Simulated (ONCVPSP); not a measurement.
# Se (Z = 34): variants of one ONCV potential

Base potential:

* Element: selenium (Se)
* Generator: ONCVPSP 4.0.1
* Type: optimised norm-conserving Vanderbilt (ONCV)
* Functional: LDA (Perdew-Wang 92)
* Relativity: scalar-relativistic
* Frozen core: [Ne]
* Valence charge: 24
* Reference configuration: 3s2 3p6 3d10 4s2 4p4
* Partial waves: 3s+4s: rc 1.00 bohr, ncon 4, nbas 7, qcut 11 1/bohr, 2 projectors; 3p+4p: rc 1.20 bohr, ncon 3, nbas 7, qcut 13.9 1/bohr, 2 projectors; 3d: rc 0.70 bohr, ncon 4, nbas 9, qcut 23.3 1/bohr, 2 projectors, debl 1.3 Ha
* Local potential: polynomial inside 0.55 bohr (lpopt 1, dvloc0 1 Ha)
* Core correction: polynomial model core, fcfact 0.45

In the d channel the program set the typed energies aside and used -1.962, 0.250 Ha.

Cutoffs, loose and tight: the cutoffs (Ha) at which the residual kinetic energy of the hardest occupied pseudo-wave falls to 1 and 0.1 mHa per electron. They do not see the model core or the augmentation charge, which bear on the density cutoff. Test errors are all-electron minus pseudo excitation energies from the reference, over the configurations 3s2 3p6 3d10 4s2 4p3; 3s2 3p6 3d10 4s2 4p2; 3s2 3p6 3d10 4s2 4p1; 3s1 3p6 3d10 4s2 4p4. A dash means not determined; rows that change the core or the reference have their own tests.

| change | outcome | cutoff, loose | cutoff, tight | bound ghosts | GHOST(+) flags above zero | largest test error (meV) |
| --- | --- | --- | --- | --- | --- | --- |
| base | generated, projector energies reset by the program | 209 Ha | 235 Ha | none | none | -337 |
| all radii but the core radius scaled by about 0.80 (s 0.80, p 0.96, d 0.56 bohr); local potential polynomial inside 0.44 bohr (lpopt 1, dvloc0 1 Ha) | generated, projector energies reset by the program | 245 Ha | 354 Ha | none | s | -119 |
| all radii but the core radius scaled by about 1.23 (s 1.24, p 1.48, d 0.86 bohr); local potential polynomial inside 0.68 bohr (lpopt 1, dvloc0 1 Ha) | generated, projector energies reset by the program | 178 Ha | 202 Ha | none | none | -569 |

Q: What comes out with this change to the base: all radii but the core radius scaled by about 1.32 (s 1.32, p 1.58, d 0.92 bohr); local potential polynomial inside 0.72 bohr (lpopt 1, dvloc0 1 Ha)?

A: outcome: generated, projector energies reset by the program; cutoff, loose: 162 Ha; cutoff, tight: 184 Ha; bound ghosts: none; GHOST(+) flags above zero: none; largest test error (meV): -661.

Q: What comes out with this change to the base: all radii but the core radius scaled by about 1.15 (s 1.16, p 1.38, d 0.80 bohr); local potential polynomial inside 0.64 bohr (lpopt 1, dvloc0 1 Ha)?

A: outcome: generated, projector energies reset by the program; cutoff, loose: 189 Ha; cutoff, tight: 214 Ha; bound ghosts: none; GHOST(+) flags above zero: none; largest test error (meV): -536.

Q: What comes out with this change to the base: all radii but the core radius scaled by about 0.86 (s 0.86, p 1.04, d 0.60 bohr); local potential polynomial inside 0.48 bohr (lpopt 1, dvloc0 1 Ha)?

A: outcome: generated, projector energies reset by the program; cutoff, loose: 233 Ha; cutoff, tight: 261 Ha; bound ghosts: none; GHOST(+) flags above zero: none; largest test error (meV): -171.

Reading the sweep of the scale of all radii but the core radius (base = 1) (base included, trends over the rows without a ghost): The loose cutoff falls from 245 Ha at 0.8 to 162 Ha at 1.32. A larger radius leaves more room for a smooth pseudo-wave, so fewer plane waves are needed; a smaller one forces it to follow the all-electron wave where it bends sharply. The median size of the test errors (rows with all tests solved) rises from 3.0 meV at 0.8 to 7.5 meV at 1.32, with one reversal. More of the atom is replaced by a form fitted at one configuration, so other configurations suffer as the radius grows.
